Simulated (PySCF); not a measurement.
C2H3BBrCl. Atoms are numbered in the order given.

```xyz
8

B     -0.1663     0.5994     0.0000
Cl     0.9836     1.9210     0.0000
Br     0.5153    -1.1922     0.0000
C     -1.6807     0.8949     0.0000
C     -2.6307    -0.0535     0.0000
H     -1.9911     1.9466     0.0000
H     -3.6975     0.1926     0.0000
H     -2.3687    -1.1170     0.0000
```

Geometry optimised at PBE0-D3(BJ)/def2-SVP. This is a generated structure with no PubChem entry under its InChIKey; it may be hypothetical. Other conformers were not sampled.

Level of theory: PySCF with CAM-B3LYP/def2-TZVP.

* **total energy**: -3137.40889 hartree
* **point group**: Cs
* **highest occupied level**: -9.69 eV
* **lowest empty level**: -1.19 eV
* **orbital gap**: 8.50 eV
* **dipole moment**: 1.96 D
* **quadrupole, principal values (traceless, Buckingham form, about the centre of nuclear charge)**: -3.43, -1.34, 4.77 D·Å
* **mean static polarisability**: 69.1 bohr³ (10.24 Å³)
* **polarisability, principal values**: 45.3, 74.1, 88.0 bohr³
